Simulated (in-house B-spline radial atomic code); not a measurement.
How numerical settings move a run on P+, [Ne] 3s2 3p2. Computed with a B-spline radial code for spherical atoms: scalar-relativistic (X2C) SCAN, spin-polarised, spherical fractional occupations, Fermi nucleus of rms radius 3.1889 fm.

Command:
```bash
python run_scf.py task.json out
```
Settings of the sound reference run:
```
Z                15
electrons        14
configuration    [Ne] 3s2 3p2
hamiltonian      x2c
method           scan,scan
spin_polarised   True
nucleus          fermi
rms_radius       3.1889
mass_number      31
atomic_mass      30.97376
speed_of_light   137.036
knot_spacing     0.22
spline_order     8
gauss_points     12
box_radius       35.29
max_iterations   70
damping          0.5
damped_steps     3
diis_vectors     10
tolerance        1e-08
start            Thomas-Fermi
```

Cost of the run: 0.47 s on 1 thread of Intel(R) Xeon(R) Platinum 8259CL CPU @ 2.50GHz, with other jobs on the host.

It converges in 10 iterations to -341.723341 hartree, with 3p up at -15.3293 eV. The other runs change the listed settings, some to values that make no sense; their results aren't properties of the atom or ion. Radii are in bohr (the nuclear one in fm), a minus after a letter asks for a j subshell, and «unchanged» means within 1e-8 hartree. The run stops when the residual is below 10 × tolerance × max(1, Z/10), or a noise floor if that is larger, and the energy moves by less than 1e-8 × √|E| hartree; so very loose and very tight tolerances often act alike.

| changed settings | outcome |
| --- | --- |
| damping = 0.2 | converged in 10 iterations, energy unchanged |
| spline_order = 5, max_iterations = 75, diis_vectors = 4 | converged in 11 iterations, energy -5.56e-05 hartree from the reference, 3p up level -9.6e-05 eV |
| knot_spacing = 0.15 | converged in 11 iterations, energy -3.63e-04 hartree from the reference, 3p up level +2.5e-06 eV |
| electrons = 15, configuration = [Ne] 3s2 3p2 3f1, max_iterations = 50 | stopped with error: there is no 3f shell |
| knot_spacing = 0.75 | converged in 9 iterations, energy +1.32e-01 hartree from the reference, 3p up level -2.2e-03 eV |
| max_iterations = 60, damped_steps = 0, diis_vectors = 4 | converged in 9 iterations, energy unchanged |
| knot_spacing = 1.4 | converged in 9 iterations, energy +5.53e+00 hartree from the reference, 3p up level -1.0e+00 eV (the program warns: 2s up reaches the box edge; 2s down reaches the box edge) |
| first_knot = 0.02, max_iterations = 3, damped_steps = 1, diis_vectors = 4 | not converged after 3 iterations, last residual 5.7e-04, last energy +2.24e-03 hartree from the reference |
| hamiltonian = dirac, method = hf | stopped with error: spin polarisation is not served with the Dirac Hamiltonian |
| box_radius = 5.29, max_iterations = 3 | not converged after 3 iterations, last residual 6.9e-04, last energy +1.18e-02 hartree from the reference |
| knot_spacing = 2 | converged in 9 iterations, energy +5.98e+00 hartree from the reference, 3p up level -4.1e-01 eV (the program warns: 1s up reaches the box edge; 1s down reaches the box edge) |
| knot_spacing = 0.55 | converged in 9 iterations, energy +2.31e-03 hartree from the reference, 3p up level +1.8e-03 eV |

(1) What happens with damping = 0.95?

(2) What happens with electrons = 22, configuration = [Ne] 3s2 3p2 5s2 5p6, max_iterations = 75?

(3) What happens with knot_spacing = 0.1?

(4) What happens with knot_spacing = 0.4?

## Answers

(1) Converged in 11 iterations, energy unchanged.

(2) Not converged after 75 iterations, last residual 9.4e-05.

(3) Converged in 9 iterations, energy -8.13e-04 hartree from the reference, 3p up level -8.1e-04 eV.

(4) Converged in 10 iterations, energy +2.56e-04 hartree from the reference, 3p up level +2.0e-03 eV.
